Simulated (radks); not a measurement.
Initial-state core-level shifts of neutral niobium when its valence configuration changes from [Kr] 4d4 5s1. Method: Dirac Kohn-Sham, BLYP, spin-unpolarised, spherical densities, finite nucleus; open shells are shared between the two j in proportion to 2j + 1; Fermi nuclear charge, rms radius 4.324 fm; computed with a radial shooting solver on a logarithmic mesh with Libxc functionals. Shifts are changes of the shell-averaged eigenvalues in eV (positive: less bound); the change of the density at the nucleus, which sets a Mossbauer isomer shift, is in e/bohr^3, on a base of 8.252e+04.

valence              2p      3s      4s      4p  density at nucleus
4d3 5s1 5p1      -3.857  -3.837  -3.665  -3.533              +3.304
4d3 5s2          -2.565  -2.535  -2.361  -2.231             +13.016
4d2 5s1 5p2      -8.390  -8.306  -7.770  -7.439              +7.676
4d4 5p1          -1.196  -1.209  -1.233  -1.242              -9.354
4d5              +1.785  +1.779  +1.703  +1.613              -9.990
4d3.5 5s1.5      -1.186  -1.175  -1.103  -1.044              +6.061
4d2.5 5s1 5p1.5  -6.048  -6.002  -5.674  -5.451              +5.366
4d3.5 5s1 5p0.5  -1.834  -1.829  -1.765  -1.708              +1.506
4d2 5s2 5p1      -7.186  -7.093  -6.581  -6.264             +19.606
